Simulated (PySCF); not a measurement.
Zn(Me)(GeH3) (CH₆GeZn), SMILES [CH3][Zn][GeH3]. Atoms are numbered in the order given.

```xyz
9

Zn     0.0000     0.0000    -0.9126
C      0.0000     0.0000    -2.8770
H     -1.0090    -0.2026    -3.2728
H      0.6800    -0.7725    -3.2728
H      0.3290     0.9752    -3.2728
Ge     0.0000     0.0000     1.5041
H      1.4223    -0.1235     2.1091
H     -0.6042     1.2935     2.1091
H     -0.8182    -1.1700     2.1091
```

Coordinates come from a B3LYP-D3(BJ)/def2-SVP optimisation. The structure was generated by enumeration; whether it is a known compound was not checked.

The numbers are results of M06-2X/def2-TZVPD run with PySCF, not measurements.

Mulliken values depend strongly on the basis, most of all with diffuse functions as here. Atomic charges (e):

| atom | meta-Löwdin | Mulliken |
|---|---|---|
| Zn1 | (withheld) | 0.44 |
| C2 | (withheld) | -0.84 |
| H3 | 0.11 | 0.18 |
| H4 | 0.11 | 0.18 |
| H5 | 0.11 | 0.18 |
| Ge6 | -0.26 | -0.41 |
| H7 | (withheld) | 0.09 |
| H8 | (withheld) | 0.09 |
| H9 | (withheld) | 0.09 |

What belongs in the gaps? (An estimate is asked for; the answer gives what the named calculation found.)


- Zn1, meta-Löwdin: 1.02
- C2, meta-Löwdin: -0.87
- H7, meta-Löwdin: -0.07
- H8, meta-Löwdin: -0.07
- H9, meta-Löwdin: -0.07
